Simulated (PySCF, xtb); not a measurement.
H2STe. Atoms are numbered in the order given.

```xyz
4

Te     0.2646    -0.3347     0.3989
H      0.3054    -1.6876    -0.6008
S     -0.7515     1.1384    -1.2041
H     -2.0416     0.8787    -0.8768
```
Charge 0, spin multiplicity 1.

Coordinates come from a PBE-D3(BJ)/def2-TZVP optimisation. The def2 effective core potentials stand for the cores of Te; spin–orbit coupling is left out.

Calculation: C-PCM-ωB97X/def2-SVP in PySCF.

The values are the electrostatic part of the solvation free energy, E(continuum) − E(gas) at the gas-phase geometry, in a cavity of scaled van der Waals radii (PySCF's table); cavitation and dispersion terms are not included. In vacuum the orbital gap is 9.15 eV. The dipole moment in vacuum is 1.36 D.

| solvent | ε | ΔG(elec) (kcal/mol) | dipole (D) | gap (eV) |
|---|---|---|---|---|
| water | 78.36 | -3.1 | 1.88 | 9.26 |
| N,N-dimethylformamide | 37.22 | -3.1 | 1.87 | 9.25 |
| chloroform | 4.71 | -2.4 | 1.75 | 9.24 |

For comparison, GFN2-xTB/ALPB(water) (xtb, at the GFN2-xTB geometry, all terms of that model) gives -1.6 kcal/mol.
